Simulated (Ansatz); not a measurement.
`N[Si]([SiH3])(Cl)Cl` + H–F → `N[Si](F)(Cl)Cl` + SiH₄  (cleavage of the Si–Si bond)

Program: Ansatz. Geometries: PBE0-D4/def2-TZVP. ΔE: electronic, gas phase. CCSD(T)/CBS adds triple-zeta CCSD(T) − MP2 to the extrapolated MP2 energy (def2 sets, frozen cores). This one scheme is used for every species. DFT in def2-TZVPP. Each species was taken in one conformer, which may not be the lowest.

```json
{"level": "PBE0-D4", "ΔE (kJ/mol)": "-134.6"}
{"level": "BLYP", "ΔE (kJ/mol)": "-155.2"}
```

Task: What does CCSD(T)/CBS give? (Estimate.)

Result: Ansatz gave: -148.0 kJ/mol. The listed levels differ from it by 13.4, -7.2 kJ/mol.

Largest T1 diagnostic among the species: 0.011.

The D4 term adds +9.8 kJ/mol with B3LYP and +5.8 kJ/mol with PBE0; it sums over pairs of atoms, weighted by their polarisabilities, and B3LYP, whose exchange is more repulsive, gets the larger term. From PBE to PBE0 (25 % exact exchange), in def2-TZVPP and without D4, ΔE moves by −6.9 kJ/mol.

CCSD(T)/CBS has its own doubt, a few kJ/mol and more with outer-core shells, so smaller differences from it don't rank the levels.

B3LYP here is the variant with VWN-RPA as its local correlation; programs differ in this.
